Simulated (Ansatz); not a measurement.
Stretching the Ge1–H2 bond in CH4Ge (SMILES [CH3][GeH]) (multiplicity 1 held, fragments rigid). Energies count from the point at 1.605 Å.
Geometry at that point (charge 0, multiplicity 1):
```xyz
6

Ge    -0.264    -0.202     0.314
H     -1.283    -0.578    -0.869
C      1.007     0.726    -0.932
H      1.877     1.130    -0.417
H      0.483     1.536    -1.450
H      1.336     0.025    -1.706
```

Unrestricted levels (U-) break spin symmetry where that is lower. Active spaces are followed from a long bond inwards. Levels need not reach the same state.

Frozen-core correlation. Filled d and f shells under p-block atoms count as core.

Run with Ansatz (Gaussian basis) for Hartree–Fock, density functionals and correlated methods. Each number belongs to the level named beside it.

Energies in eV.

```csv
R (Å),U-MP2/cc-pVDZ,U-CCSD(T)/cc-pVDZ,"CASSCF(2,2)/cc-pVDZ","FIC-MRCISD+Q on CASSCF(2,2)/cc-pVDZ"
1.284,1.12,1.13,1.19,1.13
1.445,0.21,0.22,0.25,0.22
1.605,0.00,0.00,0.00,0.00
1.766,0.15,0.14,0.10,0.14
1.927,0.47,0.44,0.36,0.44
2.167,1.08,1.00,0.87,0.99
2.408,1.88,1.56,1.36,1.53
2.810,2.46,2.32,2.03,2.23
3.211,2.65,2.77,2.43,2.66
3.693,2.73,2.95,2.64,2.89
4.335,2.75,3.00,2.73,2.98
5.138,2.76,3.00,2.75,3.00
```

Doubts at one or more of the structures used: a spin-contaminated determinant (U-MP2/cc-pVDZ, U-CCSD(T)/cc-pVDZ); T1 above 0.05 (U-CCSD(T)/cc-pVDZ).

Ansatz is a quantum-chemistry and plane-wave program.
